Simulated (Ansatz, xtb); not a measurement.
## Two isomers of C4H4BClO

Structure I is `Bc1ccc(Cl)o1`, a singlet and structure II is `Bc1coc(Cl)c1`, a singlet. Both are isolated molecules in the gas phase, relaxed with PBE0-D3(BJ)/def2-SVP; the shapes shown needn't be the lowest conformers.

I (Å):

```yaml
atoms:
  - { symbol: C, position_ang: [-1.0472, 1.1374, 0.1211] }
  - { symbol: C, position_ang: [-0.4392, 1.4732, 1.3212] }
  - { symbol: C, position_ang: [0.3609, 0.3865, 1.7323] }
  - { symbol: C, position_ang: [0.1881, -0.5560, 0.7438] }
  - { symbol: B, position_ang: [-1.9988, 1.8873, -0.7827] }
  - { symbol: Cl, position_ang: [0.8497, -2.1071, 0.5851] }
  - { symbol: O, position_ang: [-0.6282, -0.1413, -0.2059] }
  - { symbol: H, position_ang: [-2.4087, 1.3876, -1.8007] }
  - { symbol: H, position_ang: [-2.3347, 2.9995, -0.4539] }
  - { symbol: H, position_ang: [-0.5736, 2.4222, 1.8378] }
  - { symbol: H, position_ang: [0.9820, 0.2843, 2.6179] }
```

II (Å):

```yaml
atoms:
  - { symbol: C, position_ang: [-0.9274, 1.1688, 0.3106] }
  - { symbol: C, position_ang: [-0.5019, 1.4538, 1.5899] }
  - { symbol: C, position_ang: [0.3725, -0.4679, 1.1147] }
  - { symbol: C, position_ang: [-0.3345, -0.1156, 0.0113] }
  - { symbol: B, position_ang: [-1.8269, 2.0716, -0.5306] }
  - { symbol: Cl, position_ang: [1.3158, -1.8257, 1.4886] }
  - { symbol: O, position_ang: [0.2753, 0.4818, 2.0791] }
  - { symbol: H, position_ang: [-2.1591, 1.7537, -1.6482] }
  - { symbol: H, position_ang: [-2.2113, 3.1211, -0.0680] }
  - { symbol: H, position_ang: [-0.6813, 2.3011, 2.2483] }
  - { symbol: H, position_ang: [-0.4287, -0.6906, -0.9060] }
```

Energies in hartree; the thermal terms are from GFN2-xTB frequencies at re-optimised GFN2-xTB minima (ideal gas, soft modes damped towards free rotors, one conformer each, 298.15 K, 1 atm) and include the zero-point energy:

|  | I | II |
| --- | --- | --- |
| E, CCSD(T)/def2-SVP | −713.458041 | −713.453499 |
| E, MP2/def2-SVP | −713.379287 | −713.373706 |
| E, MP2/def2-TZVPP | −714.056200 | −714.050192 |
| zero-point energy | 0.069679 | 0.069425 |
| H(298 K) − E | 0.077139 | 0.077005 |
| G(298 K) − E | 0.038945 | 0.038559 |

Correct the CCSD(T) difference for the basis set by the MP2 change, then work out ΔE, ΔE₀, ΔH and ΔG for I → II in kJ/mol (1 Eh = 2625.50 kJ/mol) and the equilibrium ratio [II]/[I].

1. Differences II − I: CCSD(T) +0.004542, MP2 in the small set +0.005581, MP2 in the large set +0.006008 Eh.
2. ΔE = +0.004542 + (+0.006008 − (+0.005581)) = +0.004969 Eh = +13.05 kJ/mol.
3. ΔE₀ = ΔE + ΔZPE = +0.004969 + (−0.000254) Eh = +12.38 kJ/mol.
4. ΔH = ΔE + (−0.000134) Eh = +12.69 kJ/mol.
5. ΔG = ΔE + (−0.000386) Eh = +12.03 kJ/mol, so ΔS = (ΔH − ΔG)/T = +2.2 J/(mol K).
6. kT = 0.9442 mEh, so K = [II]/[I] = exp(−ΔG/kT) = exp(−4.85) ≈ 0.0078.

Structure I is favoured at this temperature. An error of 4 kJ/mol in ΔG would change K by a factor of 5. Mirror images and further conformers aren't counted.

As drawn, both hold the same kinds of bond in the same numbers.

Other levels gave ΔE = +15.4 (GFN2-xTB); +8.7 (HF/STO-3G, GFN2-xTB geometries); +21.5 (r2SCAN-D4/def2-SVP, GFN2-xTB geometries); +17.6 (PBE0-D3(BJ)/def2-SVP); +8.3 (HF/def2-SVP); +14.7 (MP2/def2-SVP); +11.9 (CCSD(T)/def2-SVP) kJ/mol. The correlated steps freeze 11 core orbitals. Programs: Ansatz 0.2.0, xtb 6.7.1.
